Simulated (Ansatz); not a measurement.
Consider the ligand exchange at the Si–O bond: `F[SiH2]O[SiH2][SiH3]` + `OCF` → `FCO[SiH2][SiH3]` + `O[SiH2]F`.

Program: Ansatz. Geometries: PBE0-D4/def2-TZVP. ΔE: electronic, gas phase. CCSD(T)/CBS is the MP2 limit (def2-TZVPP, def2-QZVPP) plus CCSD(T) − MP2 in def2-TZVPP, frozen cores. Functionals use def2-TZVPP. B3LYP here is the variant with VWN-RPA as its local correlation; programs differ in this. Each species was taken in one conformer, which may not be the lowest.

`F[SiH2]O[SiH2][SiH3]`:

Z-matrix (Å, degrees):
```
Si
O 1 1.617
F 1 1.594 2 109.7
H 1 1.481 2 110.3 3 -117.5
H 1 1.476 2 108.8 3 117.6
Si 2 1.648 1 146.3 3 74.5
Si 6 2.346 2 111.3 1 26.3
H 6 1.487 2 108.9 1 -95.3
H 6 1.486 2 107.6 1 147.3
H 7 1.488 6 109.0 2 -179.2
H 7 1.488 6 110.5 2 -59.5
H 7 1.488 6 110.8 2 61.0
```

`OCF`:

Cartesian coordinates in Å:
```
O -0.401 -0.643 -0.772
C 0.049 0.014 0.342
F -0.486 1.285 0.419
H -0.005 -0.249 -1.555
H 1.138 0.138 0.354
H -0.296 -0.546 1.212
```

`FCO[SiH2][SiH3]`:

Z-matrix (Å, degrees):
```
C
O 1 1.368
F 1 1.379 2 110.6
H 1 1.098 2 112.0 3 118.7
H 1 1.092 2 108.8 3 -118.0
Si 2 1.667 1 124.2 3 -60.4
Si 6 2.349 2 111.9 1 -39.4
H 6 1.486 2 110.7 1 83.3
H 6 1.484 2 104.8 1 -159.6
H 7 1.488 6 111.0 2 -56.1
H 7 1.488 6 108.1 2 -175.3
H 7 1.487 6 111.5 2 65.1
```

`O[SiH2]F`:

```xyz
6

O    -0.094    0.890   -0.905
Si   -0.161   -0.266    0.242
F     0.447    0.263    1.620
H     0.755    1.126   -1.280
H    -1.590   -0.560    0.452
H     0.644   -1.453   -0.130
```

```json
{"level": "PBE-D4", "ΔE (kJ/mol)": "19.4", "difference from CCSD(T)/CBS": "-2.6"}
{"level": "r2SCAN-D4", "ΔE (kJ/mol)": "20.0", "difference from CCSD(T)/CBS": "-2.0"}
{"level": "PBE0-D4", "ΔE (kJ/mol)": "22.0", "difference from CCSD(T)/CBS": "0.0"}
{"level": "B3LYP-D4", "ΔE (kJ/mol)": "23.3", "difference from CCSD(T)/CBS": "1.3"}
{"level": "ωB97X-V", "ΔE (kJ/mol)": "20.6", "difference from CCSD(T)/CBS": "-1.4"}
{"level": "ωB97M-V", "ΔE (kJ/mol)": "20.0", "difference from CCSD(T)/CBS": "-2.0"}
{"level": "B2PLYP", "ΔE (kJ/mol)": "21.5", "difference from CCSD(T)/CBS": "-0.5"}
{"level": "PBE", "ΔE (kJ/mol)": "18.6", "difference from CCSD(T)/CBS": "-3.4"}
{"level": "r2SCAN", "ΔE (kJ/mol)": "19.7", "difference from CCSD(T)/CBS": "-2.3"}
{"level": "PBE0", "ΔE (kJ/mol)": "21.1", "difference from CCSD(T)/CBS": "-0.9"}
{"level": "B3LYP", "ΔE (kJ/mol)": "22.0", "difference from CCSD(T)/CBS": "0.0"}
{"level": "HF/def2-TZVPP", "ΔE (kJ/mol)": "28.4", "difference from CCSD(T)/CBS": "6.4"}
{"level": "MP2/def2-TZVPP", "ΔE (kJ/mol)": "20.5", "difference from CCSD(T)/CBS": "-1.5"}
{"level": "SCS-MP2/def2-TZVPP", "ΔE (kJ/mol)": "22.0", "difference from CCSD(T)/CBS": "0.0"}
{"level": "CCSD/def2-TZVPP", "ΔE (kJ/mol)": "22.6", "difference from CCSD(T)/CBS": "0.6"}
{"level": "CCSD(T)/def2-TZVPP", "ΔE (kJ/mol)": "21.3", "difference from CCSD(T)/CBS": "-0.7"}
{"level": "HF/def2-QZVPP", "ΔE (kJ/mol)": "29.4", "difference from CCSD(T)/CBS": "7.4"}
{"level": "MP2/def2-QZVPP", "ΔE (kJ/mol)": "21.2", "difference from CCSD(T)/CBS": "-0.8"}
{"level": "SCS-MP2/def2-QZVPP", "ΔE (kJ/mol)": "22.8", "difference from CCSD(T)/CBS": "0.8"}
{"level": "HF/CBS(def2)", "ΔE (kJ/mol)": "29.6", "difference from CCSD(T)/CBS": "7.6"}
{"level": "MP2/CBS(def2)", "ΔE (kJ/mol)": "21.2", "difference from CCSD(T)/CBS": "-0.8"}
{"level": "CCSD/CBS(def2)", "ΔE (kJ/mol)": "23.3", "difference from CCSD(T)/CBS": "1.3"}
{"level": "CCSD(T)/CBS", "ΔE (kJ/mol)": "22.0", "difference from CCSD(T)/CBS": "0"}
```

Largest T1 diagnostic among the species: 0.013.

In def2-TZVPP, CCSD(T) changes the Hartree–Fock value by −7.2 kJ/mol (the triples alone add −1.4 kJ/mol) and MP2 by −7.9 kJ/mol.
